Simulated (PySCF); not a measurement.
Where the electron goes

Species: (FSi)4Se6 adamantane, F4Se6Si4.
Structure used (PBE0-D3(BJ)/def2-SVP), in Å, numbered top down from 1:
```
atom  x, y, z in Å
Si1    1.8686   -0.7241   -0.6331
F2     3.3047   -1.2771   -1.1272
Se3    0.6981   -0.4629   -2.5592
Si4   -1.2454    0.2967   -1.6650
F5    -2.2033    0.5254   -2.9465
Se6   -2.3656   -1.2371   -0.4201
Si7   -0.8855   -1.4055    1.2925
F8    -1.5713   -2.4831    2.2825
Se9    1.0986   -2.3616    0.7371
Se10  -0.6896    0.4614    2.5696
Si11   0.2563    1.8207    1.0163
F12    0.4565    3.2235    1.7934
Se13   2.3630    1.2239    0.4235
Se14  -1.1045    2.3559   -0.7208
```

Level of theory: TDDFT PBE0/def2-SVPD, vertical, gas phase, core orbitals frozen in the response (PySCF). Relativistic effects, spin–orbit coupling among them, are left out although an element past zinc is present.

Kohn–Sham orbitals with the atoms that hold most of them (Löwdin shares over 4%, at most four atoms; ? is withheld):

| orbital | ε (eV) | atoms |
| --- | --- | --- |
| HOMO-3 | -8.45 | Se6 26%, Se14 18%, Se10 14%, Se9 10% |
| HOMO-2 | -7.61 | Se14 33%, Se6 31%, Se3 12%, Se13 7% |
| HOMO-1 | -7.61 | Se9 38%, Se10 20%, Se3 17%, Se14 7% |
| HOMO | -7.60 | Se13 35%, Se10 24%, Se3 16%, Se6 9% |
| LUMO | ? | Si7 11%, Si11 11%, Si4 11%, Si1 11% |
| LUMO+1 | -1.95 | Se6 20%, Si7 14%, Se10 12%, Si4 12% |
| LUMO+2 | -1.94 | Se14 13%, Se3 12%, Se10 11%, Se6 10% |

Task: What is the LUMO energy, and the HOMO–LUMO gap?

Result: ε(LUMO) = -3.11 eV; the gap is 4.49 eV (0.1651 hartree).

Within 0.03 eV of a neighbour in this list lie HOMO-2/HOMO-1/HOMO and LUMO+1/LUMO+2 (point group found: Td); within a degenerate set the shares of single atoms can hang on how the components are chosen.

Task: How does S1 compare with the orbital gap of 4.49 eV?

Result: S1 is at 3.34 eV (f = 0.0000), 1.15 eV below the gap, made of HOMO-2/HOMO-1/HOMO→LUMO (99%). S1/S2/S3 lie within about 0.01 eV of each other. 

Next come S2 at 3.35 eV (f 0.0000), HOMO-2/HOMO-1/HOMO→LUMO (98%); S3 at 3.35 eV (f 0.0000), HOMO-2/HOMO-1/HOMO→LUMO (99%); S4 at 4.20 eV (f 0.0050), HOMO-3→LUMO (96%); S5 at 4.20 eV (f 0.0049), HOMO-4→LUMO (96%).

Orbitals of the list HOMO-3 to LUMO+2 that lie within 0.01 eV of each other are written together with a slash and their weights summed (≥ marks a lower bound); for degenerate orbitals outside that list single weights are arbitrary.

Löwdin shares depend on the basis, the more so with diffuse functions.

One conformer stands for the species.
